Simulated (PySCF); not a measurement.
Al(Cl)(Br)(NH2) (AlBrClH2N), SMILES [NH2][Al]([Cl])[Br]. Atoms are numbered in the order given.

```xyz
6

Al    -0.4128    -0.6116     0.0000
Cl     1.0143    -2.1517     0.0000
Br     0.2394     1.5403     0.0000
N     -2.1255    -1.0127     0.0000
H     -2.8803    -0.3312     0.0000
H     -2.4975    -1.9592     0.0000
```

Geometry: TPSSh-D3(BJ)/def2-SVP. The values are those of a single conformer.

Two levels are set side by side: PBE/pcSseg-1 (PySCF) and HF/pcSseg-1 (PySCF). GIAO shifts against HCl (³⁵Cl), NH3 (¹⁵N), TMS (¹H) at the same level; non-relativistic, no solvent, atoms listed together averaged. Without spin–orbit terms, shifts of atoms bonded to Cl or Br come out too high at both levels. Differences are taken from unrounded values.

```
quantity                  HF   PBE  PBE minus HF
---------------------  -----  ----  ------------
δ(³⁵Cl) of Cl2 (ppm)   -55.6   6.5          62.1
δ(¹⁵N) of N4 (ppm)      19.5  42.3          22.9
δ(¹H) of H5, H6 (ppm)   1.43  1.51          0.08
```

Rough cost on one machine, each run with all the roots and properties that it gave: HF against PBE within a factor of 2.
